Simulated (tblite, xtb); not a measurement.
F2, singlet, at a GFN2-xTB geometry. Base run: GFN1-xTB in xtb.

xtb was given this input:
```
$ xtb mol.xyz --gfn 1 --json

# file mol.xyz
2

F     -0.00000000    -0.00000000    -0.70158239
F      0.00000000     0.00000000     0.70158239
```

Programs used: tblite, xtb; a row that names a program was run with it.

The base run was repeated with changes; each row names its change, and settings that it needs were set with it.

```tsv
change	ΔE vs base (kJ/mol)	HOMO-LUMO gap (eV)	SCF cycles
base	0.00	5.16	4
program = tblite; method = gfn1; option = (--etemp, 2000)	0.00	-	-
program = tblite; method = gfn1	0.00	-	-
etemp = 5000	-0.59	5.16	4
alpb = cs2	…	5.16	4
acc = 1000	0.00	5.16	4
etemp = 1000	0.00	5.16	4
etemp = 10000	…	5.16	4
file = coord	0.00	5.16	4
program = tblite; method = gfn1; option = (--alpb, water)	…	-	-
acc = 0.1	0.00	5.16	5
acc = 30	0.00	5.16	4
```

Complete the blanks.


- alpb = cs2, ΔE vs base (kJ/mol): 8.28
- etemp = 10000, ΔE vs base (kJ/mol): -23.99
- program = tblite; method = gfn1; option = (--alpb, water), ΔE vs base (kJ/mol): 19.20

ALPB and GBSA are two models with their own fitted parameters for each solvent, which aren't always the measured dielectric constant.
